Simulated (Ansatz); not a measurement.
`O=CB(S)Cl`. Total charge 0; spin multiplicity 1. The structure was optimised at the PBE0-D4/def2-TZVP level. It is one conformer, not always the lowest.

```xyz
7

O     1.771    1.121   -0.246
C     0.751    0.669    0.201
B    -0.127   -0.444   -0.550
S    -1.625   -1.044    0.194
Cl    0.391   -1.056   -2.088
H     0.378    1.031    1.192
H    -1.539   -0.277    1.297
```

(1) What is the dipole moment at PBE/def2-TZVPP? (Estimate.)

(2) And with r2SCAN, B3LYP, ωB97M-V? (An estimate is asked.)

(3) Give the Mulliken charges with PBE, ωB97M-V, B3LYP in def2-TZVPP. (Estimate.)

## Answers

(1) Ansatz gave: 2.67 D, with components (-2.04, -0.40, 1.67) D in this frame, pointing from negative to positive charge.

(2) Computed: r2SCAN 2.75 D, B3LYP 2.84 D, ωB97M-V 2.82 D.

(3) The calculation gave: 
```csv
atom,PBE,ωB97M-V,B3LYP
O1,-0.18,-0.23,-0.22
C2,0.07,0.10,0.09
B3,0.13,0.08,0.15
S4,-0.09,-0.07,-0.09
Cl5,-0.08,-0.06,-0.10
H6,0.04,0.07,0.06
H7,0.11,0.11,0.11
```

B3LYP here is the variant with VWN-RPA as its local correlation; programs differ in this.
